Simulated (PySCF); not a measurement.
## Basis and Hamiltonian dependence of the ionisation energy of Te²⁺

Te²⁺ [Kr] 4d10 5s2 5p2 (3P) → Te³⁺ [Kr] 4d10 5s2 5p1 (2P). Calculated with PySCF 2.14 from differences of total energies of unrestricted determinants, without spin-orbit coupling. Values in eV.

| basis | Hamiltonian | functions | UHF | PBE | PBE0 | MP2 (valence) | CCSD(T) (valence) | CCSD(T) (valence and next inner shell) |
| --- | --- | --- | --- | --- | --- | --- | --- | --- |
| aug-cc-pVDZ-PP with ECP28MDF | ECP | 32 | 26.936 | 27.491 | 27.551 | 27.153 | 27.189 | n/a |
| aug-cc-pwCVDZ-PP with ECP28MDF | ECP | 48 | 26.933 | 27.472 | 27.536 | 27.181 | 27.220 | 27.309 |
| aug-cc-pVTZ-PP with ECP28MDF | ECP | 55 | 26.971 | 27.495 | 27.564 | 27.304 | 27.362 | n/a |
| def2-TZVPPD with the def2 core potential (28 electrons) | ECP | 59 | 26.969 | 27.492 | 27.561 | 27.295 | 27.352 | 27.481 |
| x2c-TZVPPall | spin-free X2C | 60 | 26.928 | 27.474 | 27.538 | 27.223 | 27.273 | 27.411 |
| aug-cc-pVTZ-PP with one added diffuse shell each of d, f type with ECP28MDF | ECP | 67 | 26.971 | 27.495 | 27.564 | 27.304 | 27.362 | n/a |
| ANO-RCC-VTZP | spin-free X2C | 68 | 27.071 | 27.560 | 27.639 | 27.395 | 27.454 | 27.608 |
| def2-QZVPPD with the def2 core potential (28 electrons) | ECP | 91 | 26.969 | 27.489 | 27.559 | 27.343 | 27.397 | n/a |
| aug-cc-pVQZ-PP with ECP28MDF | ECP | 92 | 26.971 | 27.490 | 27.560 | 27.344 | 27.397 | n/a |
| aug-cc-pwCVTZ-PP with ECP28MDF | ECP | 96 | 26.969 | 27.492 | 27.560 | 27.317 | 27.375 | n/a |
| aug-cc-pwCVTZ-DK3 | spin-free X2C | 109 | 26.957 | 27.485 | 27.554 | 27.301 | 27.358 | n/a |
| aug-cc-pwCVTZ-DK3 with one added diffuse shell each of s, p, d, f type | spin-free X2C | 125 | 26.957 | 27.485 | 27.555 | 27.302 | n/a | n/a |
| x2c-QZVPPall with one added diffuse shell each of s, p, d, f type | spin-free X2C | 128 | 26.963 | 27.501 | 27.568 | 27.331 | n/a | n/a |
| dyall-av2z | non-relativistic | 130 | 26.776 | 27.332 | 27.394 | 27.018 | 27.054 | n/a |

Extrapolation of CCSD(T) (valence) from aug-cc-pVTZ-PP with ECP28MDF and aug-cc-pVQZ-PP with ECP28MDF: the correlation parts are 0.391 and 0.427 eV; with the X⁻³ form and unrounded values, (4³ × 0.427 − 3³ × 0.391)/(4³ − 3³) = 0.453 eV, and adding the Hartree-Fock value 26.971 eV of the larger basis gives 27.424 eV.

Frozen in the all-electron rows: valence: [Kr] 4d10; valence and next inner shell: [Ar] 3d10; with a core potential, the same shells as far as they lie outside it.

Non-relativistic rows lack the scalar-relativistic shift.

Between the lowest levels the reference is 27.84 ± 0.04 eV (measured; NIST Atomic Spectra Database, ionization energies); it includes spin-orbit coupling, which these numbers lack.
